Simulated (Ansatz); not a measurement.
```yaml
crystal:
  periodic: [false, false, false]
  atoms:
    - {symbol: Zn, position_ang: [-2.714740, 2.760873, -1.721774]}
    - {symbol: N, position_ang: [-1.532533, 1.137056, -1.036366]}
    - {symbol: H, position_ang: [-0.791015, 1.490843, -0.434905]}
    - {symbol: H, position_ang: [-1.122381, 0.655287, -1.833994]}
    - {symbol: H, position_ang: [-2.116081, 0.488895, -0.511088]}
    - {symbol: Cl, position_ang: [-2.391405, 2.507202, -3.964758]}
    - {symbol: Cl, position_ang: [21.296193, 4.473797, 5.370629]}
    - {symbol: Cl, position_ang: [-4.726563, 2.117908, -0.863162]}
    - {symbol: Cl, position_ang: [-1.611194, 4.458029, -0.675352]}
    - {symbol: Cl, position_ang: [-4.290281, -20.089891, 5.670768]}
basis:
  gaussian: {orbitals: def2-TZVPD, initial_orbitals: start.molden}
total_charge: -2
magnetization: {spin_polarized: true, initial_magnetization: 1}
hamiltonian: {xc: pbe0, dispersion: d4}
scf: {omitted_lower_state_checks: [starts]}
output: {orbitals: {seedname: orbitals}}
```

The file start.molden holds the orbitals of an earlier run on this structure, at another level or in another basis.

```sh
$ ansatz run in.yaml --threads 4 --pin off --events-out ev --progress --plain --max-ram 4787MiB
```

**Question.** Does this run fit into the memory that it is given?

**Answer.** No. It has 345 basis functions, and Ansatz plans for 4.69 GiB where 4.67 GiB are given.
